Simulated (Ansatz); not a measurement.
Start from `Cl[SiH2]O[SiH](Cl)Cl` and change one atom or group to get `O[SiH2]O[SiH](Cl)Cl`.

Ansatz, PBE0-D4/def2-TZVP geometries, multiplicity 1. Each molecule was computed in one conformer, which needn't be the lowest.

| property | `Cl[SiH2]O[SiH](Cl)Cl` |
| --- | --- |
| HOMO energy (PBE0/def2-TZVPP) / eV | -9.09 |
| size of the dipole moment (PBE/def2-TZVPP) / D | 0.85 |
| LUMO energy (PBE0/def2-TZVPP) / eV | 0.05 |
| LUMO energy (ωB97M-V/def2-TZVPP) / eV | 1.84 |
| HOMO energy (ωB97M-V/def2-TZVPP) / eV | -11.34 |
| size of the dipole moment (B3LYP/def2-TZVPP) / D | 0.91 |

Give the same properties after the change, and the shifts. (Estimate.)

Ansatz gave: 
```tsv
property	`O[SiH2]O[SiH](Cl)Cl`	shift
HOMO energy (PBE0/def2-TZVPP) / eV	-9.10	-0.01
size of the dipole moment (PBE/def2-TZVPP) / D	0.38	-0.47
LUMO energy (PBE0/def2-TZVPP) / eV	0.32	0.27
LUMO energy (ωB97M-V/def2-TZVPP) / eV	1.97	0.13
HOMO energy (ωB97M-V/def2-TZVPP) / eV	-11.39	-0.05
size of the dipole moment (B3LYP/def2-TZVPP) / D	0.33	-0.58
```

Dipoles are sizes alone; their direction can turn.

B3LYP here is the variant with VWN-RPA as its local correlation; programs differ in this.
